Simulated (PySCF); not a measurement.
Species: C₆H₁₅NSi.
Cartesian coordinates in Å at the GFN2-xTB level; atoms count from 1:
```
atom  x, y, z in Å
C1     3.1519    0.0516    2.1840
C2     2.0449   -0.4435    1.6583
Si3    1.1688    0.2858    0.1587
C4     1.7498   -0.5405   -1.4528
N5    -0.4875   -0.1225    0.3847
C6    -1.5231    0.0604   -0.6082
C7    -2.1358    1.4609   -0.5397
C8    -2.5997   -1.0103   -0.4310
H9     3.6166    0.9398    1.7871
H10    3.6506   -0.3951    3.0317
H11    1.6255   -1.3385    2.1020
H12    1.4751    1.7311    0.0719
H13    1.4165    0.0103   -2.3277
H14    2.8334   -0.5915   -1.4942
H15    1.3675   -1.5537   -1.5345
H16   -0.8658   -0.0407    1.3179
H17   -1.0501   -0.0692   -1.5858
H18   -2.6153    1.6133    0.4257
H19   -2.8795    1.5922   -1.3215
H20   -1.3585    2.2111   -0.6622
H21   -2.1502   -1.9989   -0.4726
H22   -3.3485   -0.9315   -1.2149
H23   -3.0913   -0.8939    0.5330
```

Computed at PBE0/pcSseg-1 (PySCF, non-relativistic), with Q(14N) = 0.02044 b: N5, 14N (I = 1): χzz = -4.886 MHz, η = 0.379.

(1) Find the zero-field quadrupole resonance frequencies of 14N at N5.

Results:

(1) From ν± = (3/4)|χ|(1 ± η/3) and ν0 = |χ|η/2: ν+ 4.127 MHz, ν− 3.201 MHz, ν0 0.926 MHz (silicon-bound nitrogen).

In a crystal, neighbours and librations shift these lines. Geometry: GFN2-xTB, one conformer, isolated molecule. GFN2-xTB bond lengths can be off by several hundredths of an ångström, more for odd bonds, and the gradients follow them. The small basis limits the accuracy of the gradients.
